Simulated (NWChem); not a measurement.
CHCl, singlet; SMILES Cl[CH]

```xyz
3

C      0.1500     1.2002     0.0000
Cl    -0.0133    -0.5192     0.0000
H     -0.9189     1.5249     0.0000
```
Atoms are numbered in this order, from 1.

All runs: NWChem. Low-valent species are run as closed-shell singlets; no triplet was tried in these runs. Coordinates come from a B3LYP/6-31G* (spherical d) optimisation. Isotropic indirect couplings, all four terms, static geometry, non-relativistic.

For level B3LYP/pcJ-1:

```yaml
J(13C atom 1, 1H atom 3) (Hz): 58.6
```

Task: Estimate the same quantities for level PBE/pcJ-1.

Result: The J(13C atom 1, 1H atom 3) (Hz) is 41.8.
